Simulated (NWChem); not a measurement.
Molecule: CoO, quartet; SMILES [O]=[Co]

All runs: NWChem. Spin-unrestricted. Geometry: optimised at PBE0/def2-SVP, spin-unrestricted. No stability test was run on the SCF state.

For level PBE0/cc-pVDZ:

```
Item                                                         Value
-----------------------------------------------------------  -----
lowest empty minus highest occupied level, either spin (eV)   3.34
```

How do the values read with level PBE0/cc-pVTZ instead?


| Quantity | Result |
|---|---|
| lowest empty minus highest occupied level, either spin (eV) | 3.50 |
